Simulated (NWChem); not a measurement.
Molecule: CH₆AlNO₂; SMILES C[NH][Al]([OH])[OH]

```xyz
11

Al    -0.0836    -0.5214     0.0000
N      0.7271     1.0596     0.0000
C      0.0895     2.3735     0.0000
H      1.7382     1.1278     0.0000
H      0.3551     2.9655    -0.8887
H      0.3551     2.9655     0.8887
H     -0.9981     2.2533     0.0000
O     -1.7953    -0.5408     0.0000
H     -2.2503    -1.3915     0.0000
O      0.7485    -2.0213     0.0000
H      1.7110    -2.0724     0.0000
```
Atoms are numbered in this order, from 1.

Level: B3LYP/6-31G* (spherical d) (NWChem), optimised geometry, unscaled harmonic frequencies. 

Problem. List the harmonic frequencies with IR intensities, and the thermochemistry.

Solution. 
```tsv
frequency (cm⁻¹)	IR intensity (km/mol)
81	17.3
121	1.9
136	0.6
213	116.1
221	29.9
267	12.0
300	103.7
326	9.1
468	170.1
610	105.4
670	88.5
689	165.7
860	138.9
923	116.4
1100	17.6
1138	145.4
1156	0.0
1419	38.5
1494	14.8
1526	1.4
1550	4.2
3004	108.1
3041	57.6
3123	19.6
3569	4.5
3842	59.5
3851	46.3
```

```yaml
zero_point_energy: 51.0 kcal/mol
thermal correction to the enthalpy at 298.15 K (with zero-point energy): 56.7 kcal/mol
heat capacity Cv: 26.6 cal/(mol K)
entropy at 298.15 K and 1 atm (symmetry number 1): 86.6 cal/(mol K)
dipole_moment: 1.89 D
```

Rigid rotor and harmonic oscillator; modes under 100 cm⁻¹ make the entropy uncertain.
